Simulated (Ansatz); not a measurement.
A nudged elastic band was laid between two geometries of CH3OSe (6 atoms, charge 1, multiplicity 1).

Computed with RKS PBE0/def2-SVPD in Ansatz 0.2.0.

| Item | Value |
| --- | --- |
| movable images | 7 |
| climbing image | yes |
| spring | 5.0 eV/Å² |
| optimiser | quadratic models (default) |
| start path | IDPP |
| force threshold | 0.05 eV/Å |
| iteration limit | 60 |
| end points | relaxed |

Image 0:

```xyz
6
Properties=species:S:1:pos:R:3
O -0.839 -0.743 -0.515
C 0.297 -0.171 -0.545
Se 1.092 0.948 0.639
H -1.404 -0.575 0.260
H 0.882 -0.404 -1.447
H -0.027 0.944 1.608
```

Image 8:

```xyz
6
Properties=species:S:1:pos:R:3
O -0.947 -0.474 0.031
C 0.209 -0.113 -0.373
Se 1.270 1.000 0.571
H -1.422 -1.077 -0.568
H 0.598 -0.484 -1.333
H 0.292 1.148 1.672
```

Q: Which bonds break or form, and what moves?

A: No bond is made or broken. The dihedral H4–O1–C2–Se3 changes from 0 to -180° by way of a nearly straight angle H4–O1–C2 (up to 180°), not by a turn about the bond.

Q: What energy profile does the band end with?

A: It converged. The highest image is number 4 of 0 to 8, 0.83 eV above the first end and 0.94 eV above the last; the last end lies 0.11 eV below the first. A vibrational analysis at the climbing image gives 2 clearly imaginary modes (1095i, 656i cm⁻¹): a point of higher order, so a lower path passes nearby.

```json
{"image": "0", "path coordinate (Å)": "0.00", "energy (eV)": "0.00", "angle H4–O1–C2 (°)": "117"}
{"image": "1", "path coordinate (Å)": "0.21", "energy (eV)": "0.04", "angle H4–O1–C2 (°)": "122"}
{"image": "2", "path coordinate (Å)": "0.43", "energy (eV)": "0.20", "angle H4–O1–C2 (°)": "134"}
{"image": "3", "path coordinate (Å)": "0.64", "energy (eV)": "0.58", "angle H4–O1–C2 (°)": "154"}
{"image": "4", "path coordinate (Å)": "0.85", "energy (eV)": "0.83", "angle H4–O1–C2 (°)": "180"}
{"image": "5", "path coordinate (Å)": "1.06", "energy (eV)": "0.59", "angle H4–O1–C2 (°)": "156"}
{"image": "6", "path coordinate (Å)": "1.26", "energy (eV)": "0.19", "angle H4–O1–C2 (°)": "136"}
{"image": "7", "path coordinate (Å)": "1.46", "energy (eV)": "-0.04", "angle H4–O1–C2 (°)": "122"}
{"image": "8", "path coordinate (Å)": "1.67", "energy (eV)": "-0.11", "angle H4–O1–C2 (°)": "115"}
```

Q: What is the geometry of the highest image?

A: 
```xyz
6
Properties=species:S:1:pos:R:3
O -0.852 -0.576 -0.221
C 0.285 -0.141 -0.484
Se 1.279 0.987 0.540
H -1.731 -0.908 -0.015
H 0.753 -0.461 -1.430
H 0.266 1.098 1.610
```

Time of the run: 110 s on 2 threads of AMD EPYC 7B13 (Zen 3), with other jobs on the host, peak memory 0.26 GiB.
